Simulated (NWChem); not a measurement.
# A calculation on HF₂Ga

SMILES: [F][GaH][F]
```xyz
4

Ga     0.0000     0.0000    -0.3177
H      0.0000     0.0000    -1.8593
F      1.4476     0.0000     0.6505
F     -1.4476     0.0000     0.6505
```
Charge 0, spin multiplicity 1.

Everything below was run with NWChem. Structure: optimised with PBE0/def2-SVP, a minimum by its harmonic frequencies.

Symmetry labels belong to the abelian group C2v used in the runs, with the axes of the coordinates shown.

The Hamiltonian is non-relativistic. The correlated methods keep 11 core orbitals frozen. The structure started from a generated list of species.

### Question
List the 4 singlet excitations that EOM-CCSD/def2-SVPD, 11 core orbitals frozen gives, with oscillator strengths.

### Answer
```json
[
 {"state": "1", "symmetry": "b2", "energy (eV)": "7.93", "wavelength (nm)": "156", "f": "0.071"},
 {"state": "2", "symmetry": "a2", "energy (eV)": "9.02", "wavelength (nm)": "137", "f": "0.000"},
 {"state": "3", "symmetry": "a1", "energy (eV)": "9.09", "wavelength (nm)": "136", "f": "0.267"},
 {"state": "4", "symmetry": "b1", "energy (eV)": "9.24", "wavelength (nm)": "134", "f": "0.007"}
]
```
These are the lowest roots of each symmetry, so higher states are missing between them.
